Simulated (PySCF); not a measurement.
C2HCl2, SMILES Cl[C]=CCl, multiplicity 2.

Coordinates come from a r2SCAN-D4/def2-SVP optimisation. The isomer is the one that the SMILES or the coordinates give; other isomers of the formula were not compared.

Level of theory: TDA-M06-2X/def2-SVPD (PySCF 2.14.0).

Vertical excitations. 

```
state    energy (eV)  λ (nm)      f                                                                     main pairs
-------  -----------  ------  -----  -----------------------------------------------------------------------------
root 1          2.10     590  0.001                                                               β HOMO→LUMO 94 %
root 2          4.52     274  0.000                                           α HOMO→LUMO 47 %, β HOMO→LUMO+1 46 %
root 3          4.83     257  0.002                                                             α HOMO−1→LUMO 95 %
root 4          5.13     242  0.001                                                             β HOMO−1→LUMO 91 %
root 5          5.65     220  0.000                                         β HOMO−2→LUMO 65 %, β HOMO→LUMO+2 12 %
root 6          5.70     218  0.028                                        α HOMO−1→LUMO+1 6 %, β HOMO−3→LUMO 85 %
root 7          6.06     205  0.013                                        α HOMO−1→LUMO+1 63 %, β HOMO−3→LUMO 7 %
root 8          6.17     201  0.000  α HOMO→LUMO+1 50 %, β HOMO−2→LUMO 11 %, β HOMO−4→LUMO 10 %, β HOMO→LUMO+2 8 %
root 9          6.47     192  0.001                     α HOMO→LUMO+1 18 %, β HOMO−4→LUMO 43 %, β HOMO→LUMO+2 11 %
root 10         6.61     188  0.000                     β HOMO→LUMO+2 47 %, β HOMO−4→LUMO 15 %, β HOMO−2→LUMO 12 %
```
Unrestricted roots are not spin-pure.
